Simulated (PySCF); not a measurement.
Cl₃OSi, SMILES [O][Si](Cl)(Cl)Cl (connectivity only; charge and spin as stated), charge -1, multiplicity 1. Atoms are numbered in the order given.

```xyz
5

O      0.0000     0.0000     2.0508
Si     0.0000     0.0000     0.4996
Cl     1.6578     0.9571    -0.4588
Cl    -1.6578     0.9571    -0.4588
Cl     0.0000    -1.9142    -0.4588
```
Charge -1, spin multiplicity 1.

Geometry: B3LYP-D3(BJ)/def2-SVPD. The spin state was assumed, not searched. The isomer is the one that the SMILES or the coordinates give; other isomers of the formula were not compared.

Method: B3LYP/def2-SVPD (PySCF).

Isolated molecule, no solvent.

```yaml
total_energy: -1745.09551 hartree
point_group: C3v
highest_occupied_level: -3.13 eV
lowest_empty_level: 3.07 eV
orbital_gap: 6.19 eV
dipole_moment_about_the_centre_of_nuclear_charge: 3.29 D
mean_static_polarisability: 80.9 bohr³ (11.98 Å³)
polarisability_principal_values: 76.1, 83.2, 83.2 bohr³
```
